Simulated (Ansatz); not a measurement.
Gas-phase electronic energies from Ansatz, PBE0-D4/def2-TZVP geometries. CCSD(T)/CBS is the MP2 limit (def2-TZVPP, def2-QZVPP) plus CCSD(T) − MP2 in def2-TZVPP, frozen cores. For Ge outer-core shells are correlated without core-valence functions, which leaves a few kJ/mol of doubt a bond. Scalar relativity is left out up to krypton. One conformer a species, not always the lowest.

Reaction (substitution at a C–Ge bond): `C#[C][GeH2][C]#C` + `CC(N)=O` → `C#CNC(C)=O` + `C#[C][GeH3]`

`C#[C][GeH2][C]#C`:

```xyz
9

C    -0.388   -0.582   -2.561
C    -0.376   -0.014   -1.499
Ge   -0.370    0.901    0.163
C     0.466   -0.202    1.460
C     0.992   -0.892    2.295
H    -0.397   -1.087   -3.500
H     0.427    2.201    0.019
H    -1.813    1.178    0.591
H     1.459   -1.504    3.032
```

`CC(N)=O`:

Z-matrix (Å, degrees):
```
C
C 1 1.509
H 1 1.091 2 108.4
H 1 1.091 2 113.9 3 121.6
H 1 1.090 2 108.5 3 -116.4
N 2 1.357 1 115.7 3 -115.7
O 2 1.212 1 122.1 3 63.9
H 6 1.002 2 122.4 1 -0.1
H 6 1.005 2 118.3 1 179.1
```

`C#CNC(C)=O`:

```xyz
11

C     0.117    2.587    1.450
C     0.191    1.467    1.030
N     0.279    0.211    0.568
C    -0.256   -0.194   -0.648
C    -0.090   -1.662   -0.931
O    -0.820    0.570   -1.386
H     0.049    3.583    1.816
H     0.743   -0.472    1.143
H    -1.016   -2.176   -0.664
H     0.732   -2.120   -0.378
H     0.070   -1.794   -2.000
```

`C#[C][GeH3]`:

Cartesian coordinates in Å:
```
C -0.964 -1.672 0.541
C -0.384 -0.667 0.215
Ge 0.529 0.918 -0.297
H -1.476 -2.561 0.829
H 2.038 0.668 -0.198
H 0.142 1.263 -1.740
H 0.115 2.051 0.649
```

```tsv
species	SCS-MP2/def2-TZVPP energy (Eh)
`C#[C][GeH2][C]#C`	-2229.93589
`CC(N)=O`	-208.83279
`C#CNC(C)=O`	-284.78918
`C#[C][GeH3]`	-2153.94535
```

Problem. Work out ΔE.

Solution. ΔE = (-284.78918) + (-2153.94535) − (-2229.93589) − (-208.83279) = 0.03415 Eh = +89.7 kJ/mol. CCSD(T)/CBS gives +84.9 kJ/mol.

Largest T1 diagnostic among the species: 0.015.

From PBE to PBE0 (25 % exact exchange), in def2-TZVPP and without D4, ΔE moves by +4.8 kJ/mol.
